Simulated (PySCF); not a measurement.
Simulation results for CH5AlBO

Computed with PySCF 2.14.0. Calculation on a computer-drawn molecule: the log of a Hartree-Fock and frozen-core CCSD(T) single point meant for a local Hartree-Fock minimum, with one planted fault or none, to be diagnosed. Offsets are logged minus clean, where the clean run is the same molecule without the fault. The reference is restricted for singlets and unrestricted otherwise, and also for a bond in bohr or an excited solution. Adding or removing an electron swaps singlet and doublet. The excited solution moves the top pair (singlet) or top alpha electron (doublet) to the lowest empty orbital. Highest occupied and lowest empty are orbital energies over both spins, largest force is the largest gradient component, triples share is (T) over the correlation energy, the T1 limit is 0.02 restricted and 0.045 unrestricted, electrons count all cores, a negative frequency is imaginary (commonest isotopes), and the dipole is about the centre of nuclear charge.

Common to all runs: meant basis cc-pV(D+d)Z; logged basis functions 90; logged SCF converged yes; possible faults no fault, one electron removed, one electron added, multiplicity raised by two, geometry at a saddle point, SCF held on an excited solution, minimal basis STO-3G, one bond length entered in bohr, all coordinates scaled.

(1) CH5AlBO

Logged structure:
```xyz
9
CH5AlBO
C      0.5845    -0.6245    -2.6172
O      0.9078    -0.9119    -1.2685
B      0.3212    -0.6213    -0.1453
Al    -1.5871     0.5531    -0.0374
H     -0.3424    -0.0462    -2.6819
H      0.4684    -1.5654    -3.1462
H      1.4030    -0.0564    -3.0486
H      0.7406    -0.9499     0.9206
H     -2.9061     1.3552     0.1700
```

* meant charge: 1
* meant multiplicity: 1
* logged electrons: 35
* logged spin squared: 0.7997
* logged highest occupied: -23.463 eV
* logged lowest empty: -13.585 eV
* logged largest force: 0.072621 hartree/bohr
* logged T1 diagnostic: 0.02574
* logged D1 diagnostic: 0.089669
* logged triples share: 0.032188
* logged CC converged: yes
* logged dipole magnitude: 7.569 debye
* logged SCF stable within its kind: yes
* logged energy HF: -381.47048 hartree
* logged energy CCSD(T): -381.96562 hartree
* planted fault: one electron removed
* HF energy offset from clean run: 334.1 kcal/mol
* CCSD(T) energy offset from clean run: 343.2 kcal/mol

Drawn bonds:
```tsv
atom	other atom	order
1	2	1
2	3	1
3	4	1
1	5	1
1	6	1
1	7	1
3	8	1
4	9	1
```

(2) CH5AlBO

Logged structure:
```xyz
9
CH5AlBO
C     -0.3149    -0.3242     2.5637
O      0.5750    -1.3767     2.8055
B      1.1260    -2.1744     1.8721
Al     0.9604    -2.0363    -0.2984
H     -1.2873    -0.5655     2.9931
H      0.0649     0.5790     3.0403
H     -0.4388    -0.1317     1.4942
H      1.8561    -3.0281     2.3229
H     -0.0605    -2.9368    -1.1352
```

* meant charge: 0
* meant multiplicity: 2
* logged electrons: 37
* logged spin squared: 3.7574
* logged highest occupied: -6.0011 eV
* logged lowest empty: -1.1168 eV
* logged largest force: 0.083155 hartree/bohr
* logged T1 diagnostic: 0.029405
* logged D1 diagnostic: 0.14454
* logged triples share: 0.030698
* logged CC converged: yes
* logged dipole magnitude: 3.3638 debye
* logged SCF stable within its kind: yes
* logged energy HF: -382.11301 hartree
* logged energy CCSD(T): -382.62231 hartree
* planted fault: multiplicity raised by two
* HF energy offset from clean run: 68.98 kcal/mol
* CCSD(T) energy offset from clean run: 74.64 kcal/mol

Drawn bonds:
```tsv
atom	other atom	order
1	2	1
2	3	1
3	4	1
1	5	1
1	6	1
1	7	1
3	8	1
4	9	1
```

(3) CH5AlBO

Structure as in entry 2.

- meant charge: 0
- meant multiplicity: 2
- logged electrons: 37
- logged spin squared: 0.9521
- logged highest occupied: -5.7678 eV
- logged lowest empty: -0.56441 eV
- logged largest force: 0.028643 hartree/bohr
- logged dipole magnitude: 2.2565 debye
- logged SCF stable within its kind: no
- logged energy HF: -382.16312 hartree
- planted fault: SCF held on an excited solution
- HF energy offset from clean run: 37.54 kcal/mol

Drawn bonds:
```tsv
atom	other atom	order
1	2	1
2	3	1
3	4	1
1	5	1
1	6	1
1	7	1
3	8	1
4	9	1
```

Notes: coupled-cluster numbers left out as unreliable.

(4) CH5AlBO

Structure as in entry 2.

- meant charge: 0
- meant multiplicity: 2
- logged electrons: 37
- logged spin squared: 0.7702
- logged highest occupied: -7.485 eV
- logged lowest empty: 0.80788 eV
- logged largest force: 7.134e-06 hartree/bohr
- logged lowest frequency: 45.212 cm⁻¹
- logged T1 diagnostic: 0.019079
- logged D1 diagnostic: 0.072302
- logged triples share: 0.027824
- logged CC converged: yes
- logged dipole magnitude: 1.6439 debye
- logged SCF stable within its kind: yes
- logged energy HF: -382.22294 hartree
- logged energy CCSD(T): -382.74126 hartree
- planted fault: no fault
- HF energy offset from clean run: 0 kcal/mol
- CCSD(T) energy offset from clean run: 0 kcal/mol

Drawn bonds:
```tsv
atom	other atom	order
1	2	1
2	3	1
3	4	1
1	5	1
1	6	1
1	7	1
3	8	1
4	9	1
```

(5) CH5AlBO

Structure as in entry 2.

- meant charge: 0
- meant multiplicity: 2
- logged electrons: 36
- logged spin squared: 0
- logged highest occupied: -15.572 eV
- logged lowest empty: -6.1654 eV
- logged largest force: 0.053316 hartree/bohr
- logged T1 diagnostic: 0.021429
- logged D1 diagnostic: 0.071775
- logged triples share: 0.029838
- logged CC converged: yes
- logged dipole magnitude: 6.8448 debye
- logged SCF stable within its kind: yes
- logged energy HF: -381.97181 hartree
- logged energy CCSD(T): -382.48896 hartree
- planted fault: one electron removed
- HF energy offset from clean run: 157.6 kcal/mol
- CCSD(T) energy offset from clean run: 158.3 kcal/mol

Drawn bonds:
```tsv
atom	other atom	order
1	2	1
2	3	1
3	4	1
1	5	1
1	6	1
1	7	1
3	8	1
4	9	1
```

Notes: T1 above single-reference limit.
